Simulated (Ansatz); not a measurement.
Computed with Ansatz on PBE0-D4/def2-TZVP structures; ΔE is electronic, products minus reactants. CCSD(T)/CBS adds triple-zeta CCSD(T) − MP2 to the extrapolated MP2 energy (def2 sets, frozen cores). This one scheme is used for every species. Functionals use def2-TZVPP. B3LYP here is the variant with VWN-RPA as its local correlation; programs differ in this. One conformer a species, not always the lowest.

Reaction (ligand exchange at the Si–O bond): `CO[SiH](N)[SiH3]` + CH₃SH → `CS[SiH](N)[SiH3]` + CH₃OH

```tsv
level	ΔE (kJ/mol)
B3LYP-D4	37.9
r2SCAN	35.4
```

(1) What does CCSD(T)/CBS give? (Estimate.)

Largest T1 diagnostic among the species: 0.012.

Results:

(1) The calculation gave: +35.1 kJ/mol. The listed levels differ from it by 2.8, 0.3 kJ/mol.

In def2-TZVPP, CCSD(T) changes the Hartree–Fock value by −13.7 kJ/mol (the triples alone add −3.0 kJ/mol) and MP2 by −17.9 kJ/mol. The D4 term adds −6.0 kJ/mol with B3LYP and −3.3 kJ/mol with PBE0; it sums over pairs of atoms, weighted by their polarisabilities, and B3LYP, whose exchange is more repulsive, gets the larger term.
